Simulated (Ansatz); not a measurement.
Breaking the Bi1–H2 bond in BiFH2 (SMILES [F][BiH2]) (multiplicity 1 held, fragments rigid). Energies count from the point at 1.806 Å.
Geometry at that point (charge 0, multiplicity 1):
```xyz
4

Bi    -0.09774    -0.11515     0.12284
H     -1.57782     0.18334    -0.86817
H      0.32388    -1.51079    -0.94311
F      1.04071     1.20944    -0.93164
```

R- and RO- levels are restricted; in cc, def2 and unpolarised 6-31G sets they are followed outwards from rest. Active spaces are followed from a long bond inwards. Levels need not reach the same state.

Frozen-core correlation. Filled d and f shells under p-block atoms count as core.

Run with Ansatz (a first-principles code). Each number belongs to the level named beside it. In def2 rows elements past Kr take small-core potentials, without spin–orbit coupling.

Energies in eV.

```json
[
 {"R (Å)": "1.445", "R-CCSD/def2-SVP": "1.35", "CASSCF(2,2)/def2-SVP": "1.41", "FIC-NEVPT4(SD) on CASSCF(2,2)/def2-SVP": "1.37", "FIC-MRCISD+Q on CASSCF(2,2)/def2-SVP": "1.35"},
 {"R (Å)": "1.625", "R-CCSD/def2-SVP": "0.26", "CASSCF(2,2)/def2-SVP": "0.29", "FIC-NEVPT4(SD) on CASSCF(2,2)/def2-SVP": "0.27", "FIC-MRCISD+Q on CASSCF(2,2)/def2-SVP": "0.26"},
 {"R (Å)": "1.806", "R-CCSD/def2-SVP": "0.00", "CASSCF(2,2)/def2-SVP": "0.00", "FIC-NEVPT4(SD) on CASSCF(2,2)/def2-SVP": "0.00", "FIC-MRCISD+Q on CASSCF(2,2)/def2-SVP": "0.00"},
 {"R (Å)": "1.987", "R-CCSD/def2-SVP": "0.15", "CASSCF(2,2)/def2-SVP": "0.11", "FIC-NEVPT4(SD) on CASSCF(2,2)/def2-SVP": "0.14", "FIC-MRCISD+Q on CASSCF(2,2)/def2-SVP": "0.14"},
 {"R (Å)": "2.167", "R-CCSD/def2-SVP": "0.49", "CASSCF(2,2)/def2-SVP": "0.41", "FIC-NEVPT4(SD) on CASSCF(2,2)/def2-SVP": "0.46", "FIC-MRCISD+Q on CASSCF(2,2)/def2-SVP": "0.47"},
 {"R (Å)": "2.438", "R-CCSD/def2-SVP": "1.08", "CASSCF(2,2)/def2-SVP": "0.94", "FIC-NEVPT4(SD) on CASSCF(2,2)/def2-SVP": "1.03", "FIC-MRCISD+Q on CASSCF(2,2)/def2-SVP": "1.04"},
 {"R (Å)": "2.709", "R-CCSD/def2-SVP": "1.63", "CASSCF(2,2)/def2-SVP": "1.42", "FIC-NEVPT4(SD) on CASSCF(2,2)/def2-SVP": "1.54", "FIC-MRCISD+Q on CASSCF(2,2)/def2-SVP": "1.55"},
 {"R (Å)": "3.161", "R-CCSD/def2-SVP": "2.27", "CASSCF(2,2)/def2-SVP": "1.96", "FIC-NEVPT4(SD) on CASSCF(2,2)/def2-SVP": "2.10", "FIC-MRCISD+Q on CASSCF(2,2)/def2-SVP": "2.12"},
 {"R (Å)": "3.612", "R-CCSD/def2-SVP": "2.60", "CASSCF(2,2)/def2-SVP": "2.19", "FIC-NEVPT4(SD) on CASSCF(2,2)/def2-SVP": "2.35", "FIC-MRCISD+Q on CASSCF(2,2)/def2-SVP": "2.38"},
 {"R (Å)": "4.154", "R-CCSD/def2-SVP": "2.75", "CASSCF(2,2)/def2-SVP": "2.29", "FIC-NEVPT4(SD) on CASSCF(2,2)/def2-SVP": "2.46", "FIC-MRCISD+Q on CASSCF(2,2)/def2-SVP": "2.48"},
 {"R (Å)": "4.876", "R-CCSD/def2-SVP": "2.82", "CASSCF(2,2)/def2-SVP": "2.31", "FIC-NEVPT4(SD) on CASSCF(2,2)/def2-SVP": "2.49", "FIC-MRCISD+Q on CASSCF(2,2)/def2-SVP": "2.51"},
 {"R (Å)": "5.779", "R-CCSD/def2-SVP": "2.83", "CASSCF(2,2)/def2-SVP": "2.32", "FIC-NEVPT4(SD) on CASSCF(2,2)/def2-SVP": "2.49", "FIC-MRCISD+Q on CASSCF(2,2)/def2-SVP": "2.52"}
]
```

Doubts at one or more of the structures used: a restricted determinant that unrestricted orbitals would lower (R-CCSD/def2-SVP); other coupled-cluster roots lie near (R-CCSD/def2-SVP); T1 above 0.05 (R-CCSD/def2-SVP).
